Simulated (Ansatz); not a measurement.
System: C$_{4}$H$_{7}$O (charge 0, doublet). It need not be the lowest isomer of its formula. SMILES: C[C](C)C=O
Structure (B3LYP-D3(BJ)/def2-TZVP (Ansatz, a quantum-chemistry and plane-wave program) minimum search):
```
C
C 1 1.4288
O 2 1.2319 1 124.44
H 2 1.1064 3 120.02 1 180.00
C 1 1.4844 2 120.23 4 -180.00
H 5 1.0878 1 110.89 2 0.00
H 5 1.0956 6 109.17 1 122.15
H 5 1.0956 6 109.17 7 115.69
C 1 1.4854 2 120.28 4 0.00
H 9 1.0905 1 112.01 2 0.00
H 9 1.0959 10 108.38 1 -122.67
H 9 1.0959 10 108.38 11 -114.65
```
Charge 0, spin multiplicity 2.

Wanted: atomisation energy (electronic, to ground-state atoms), in kcal/mol. Valence correlation only, unless marked. Open shells are spin-unrestricted. Spin-orbit coupling is left out. Non-relativistic. The coupled-cluster limit lacks core correlation, which all-electron functionals hold. CBS(X,Y): correlation extrapolated as X^-3; Hartree-Fock from the larger set. [CCSD(T)-MP2]/basis is that difference in the basis named.

The UHF reference is spin-contaminated (<S^2> 0.15 over the pure value in the largest basis). 

| level | program | atomisation energy (kcal/mol) |
|---|---|---|
| PBE/def2-TZVPD | Ansatz | ? |
| BHLYP-D4/def2-TZVPD | Ansatz + dftd4 | 1142.3 |
| r2SCAN0-D4/def2-TZVPD | Ansatz + dftd4 | ? |
| CAM-B3LYP-D4/def2-TZVPD | Ansatz + dftd4 | 1182.8 |
| B2GP-PLYP-D3(BJ)/def2-TZVPD | Ansatz + dftd3 | 1161.5 |
| B2PLYP-D4/def2-TZVPD | Ansatz + dftd4 | ? |
| RI-MP2/CBS(cc-pVTZ,cc-pVQZ)+[CCSD(T)-MP2]/cc-pVTZ | Ansatz | 1172.6 |

**Question.** Some entries are withheld; supply them.

**Answer.** 
- PBE/def2-TZVPD, atomisation energy (kcal/mol): 1206.4
- r2SCAN0-D4/def2-TZVPD, atomisation energy (kcal/mol): 1166.2
- B2PLYP-D4/def2-TZVPD, atomisation energy (kcal/mol): 1166.1
